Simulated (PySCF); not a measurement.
# Potential energy of K2 along the bond

Set-up: basis K pcseg-1; no relativity; PySCF 2.14. Energies in eV from K + K in their ground configurations at the same level. State: ¹Σg⁺ (singlet), closed shell.

All columns are r²SCAN.

| R (Å) | E (eV) | HOMO (eV) | LUMO (eV) | Mayer bond order | ⟨S²⟩ |
| --- | --- | --- | --- | --- | --- |
| 3.455 | -0.243 | -2.60 | -1.39 | 1.01 | 0.00 |
| 3.615 | -0.313 | -2.57 | -1.41 | 1.02 | 0.00 |
| 3.776 | -0.359 | -2.53 | -1.42 | 1.02 | 0.00 |
| 3.897 | -0.380 | -2.51 | -1.44 | 1.02 | 0.00 |
| 4.017 | -0.390 | -2.49 | -1.46 | 1.01 | 0.00 |
| 4.138 | -0.391 | -2.48 | -1.49 | 1.01 | 0.00 |
| 4.298 | -0.380 | -2.46 | -1.52 | 1.01 | 0.00 |
| 4.499 | -0.351 | -2.43 | -1.57 | 1.01 | 0.00 |
| 4.740 | -0.301 | -2.41 | -1.63 | 1.00 | 0.00 |
| 5.061 | -0.219 | -2.39 | -1.71 | 1.00 | 0.00 |

Closed-shell solutions of metal pairs were not tested for spin polarisation, which can lower them a little. The bond is weak. Basis-set superposition, not corrected here, can be much of De in a small basis, most of all at correlated wavefunction levels. Functionals without a dispersion term scatter widely for such bonds, and LDA overbinds them.
